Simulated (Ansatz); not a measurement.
Consider the formal exchange of groups at a C–F bond: `FC(Cl)(Cl)Cl` + `ClCCl` → `ClC(Cl)C(Cl)(Cl)Cl` + H–F.

Calculated with Ansatz (gas phase, PBE0-D4/def2-TZVP geometries, no zero-point term in ΔE). CCSD(T)/CBS adds triple-zeta CCSD(T) − MP2 to the extrapolated MP2 energy (def2 sets, frozen cores). This one scheme is used for every species. Functionals use def2-TZVPP. B3LYP here is the variant with VWN-RPA as its local correlation; programs differ in this. HSE06 is defined as in plane-wave codes.

Question: Is it downhill or uphill in electronic energy at CCSD(T)/CBS, and by how much? (Estimate.)

Answer: The calculation gave: Downhill: ΔE = -45.7 kJ/mol.

Question: What do these levels give: LDA (SPW92), PBE-D4, revPBE-D4, B97M-V, B3LYP-D4, HSE06-D4, ωB97M-V, r2SCAN, BHLYP, MP2/def2-SVP, MP2/def2-QZVPP, SCS-MP2/def2-QZVPP? (Estimate.)

Answer: Ansatz gave: LDA (SPW92) -26.4, PBE-D4 -20.1, revPBE-D4 -28.3, B97M-V -16.9, B3LYP-D4 -20.6, HSE06-D4 -24.5, ωB97M-V -25.0, r2SCAN -12.1, BHLYP -1.9, MP2/def2-SVP -48.7, MP2/def2-QZVPP -63.7, SCS-MP2/def2-QZVPP -47.7 kJ/mol.

Largest T1 diagnostic among the species: 0.011.

The D4 term adds −24.5 kJ/mol with B3LYP and −13.4 kJ/mol with PBE0; it sums over pairs of atoms, weighted by their polarisabilities, and B3LYP, whose exchange is more repulsive, gets the larger term. At CCSD(T), def2-SVP lies +12.1 kJ/mol from the extrapolated value and def2-TZVPP +7.4 kJ/mol.
